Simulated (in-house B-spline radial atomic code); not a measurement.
Values are calculated unless marked as measured or tabulated.
## Making a Troullier-Martins s channel for Rh, r_c = 0.91 bohr

Rh, [Kr] 4d8 5s1, non-relativistic LDA (VWN5), spherical and spin-unpolarised, from an all-electron radial atomic-structure program (B-spline basis) (atomic units). The all-electron 4s level is ε = -2.825504 hartree, its outermost node lies just inside 0.49 bohr and its outer maximum at 0.91 bohr.

Inside r_c the pseudo-orbital is u(r) = r^1 exp(p(r)), with p = c0 + c2 r² + c4 r⁴ + … + c12 r¹². The seven coefficients follow from p and its first four derivatives at r_c, from zero curvature of the screened potential at the origin, c4 = −c2²/(2l + 5), and from the norm inside r_c. At r_c the all-electron orbital has P = 1.162297, P' = -0.03621746, the screened potential V = -6.427427, V' = 16.52499, V'' = -52.50726, and the norm inside is Q = 0.4009586.

(1) What are p, p' and p'' at r_c?

For a trial c2 the five matching conditions are linear in c0, c6, c8, c10 and c12, and c2 is varied until the norm inside r_c equals Q. The root nearest zero gives:

| n | c_n |
| --- | --- |
| 0 | -0.4632178 |
| 2 | 2.588369 |
| 4 | -1.339931 |
| 6 | -2.01417 |
| 8 | 0.4418124 |
| 10 | 1.889635 |
| 12 | -0.9813988 |

(2) Check c4 and p(r_c), and find the screened pseudopotential at the origin.

Orbitals and screened potentials:

```
r (bohr)        P       u  V all-electron  V pseudo
   0.091   0.4092  0.0585          -341.3     4.935
   0.228  -0.4208  0.1635          -90.04     4.747
   0.364  -0.5429  0.3138          -40.48     3.694
   0.501   0.1073  0.5393          -22.43    0.7758
   0.637   0.7288  0.8264          -13.95    -3.884
   0.774    1.073   1.077          -9.261    -7.366
    0.91    1.162   1.162          -6.427    -6.427
```

Logarithmic derivatives P'/P at R = 1.21 bohr, for energies E around ε:

```csv
E − ε (hartree),all-electron,pseudo
-0.5,-0.526359,-0.528251
-0.25,-0.884026,-0.884597
-0.1,-1.12273,-1.12283
0,-1.29362,-1.29362
0.1,-1.47509,-1.47521
0.25,-1.76972,-1.77059
0.5,-2.333,-2.33743
```

(3) With P(R) = 0.9204703 and a norm of 0.7455908 inside R, what slope in energy does norm conservation fix?

Answers

(1) p = ln(P/r_c^1) = ln(1.162297/0.91) = 0.24471. p' = P'/P − 1/r_c = -0.03116 − 1.09890 = -1.13006. The radial equation gives p'' = 2(V − ε) − 2(1) p'/r_c − p'² = -7.20385 − (-2.48365) − 1.27704 = -5.99723. Differentiating, p''' = 2V' + 2(1)p'/r_c² − 2(1)p''/r_c − 2p'p'' = 29.947, and p'''' = 2V'' − 4(1)p'/r_c³ + 4(1)p''/r_c² − 2(1)p'''/r_c − 2p''² − 2p'p''' = -198.05.

(2) −c2²/5 = -1.33993, as listed. The terms c_n r_c^n are -0.46322, 2.14343, -0.91886, -1.14379, 0.20776, 0.73585, -0.31648, which sum to 0.24471. Inverting the radial equation, V_l(r) = ε + 1 p'/r + (p'' + p'²)/2, so V_l(0) = ε + (2l + 3) c2 = -2.825504 + 3 × (2.58837) = 4.9396 hartree, finite where the all-electron potential diverges.

(3) d(P'/P)/dE = −2 × (norm inside R)/P(R)² = -1.7600 per hartree·bohr at E = ε, for both atoms, since orbital and norm agree at R. Differences over ±0.1 hartree give -1.7618 (all-electron) and -1.7619 (pseudo), which also hold third-order terms. Half a hartree below ε the two curves differ by -0.0019.
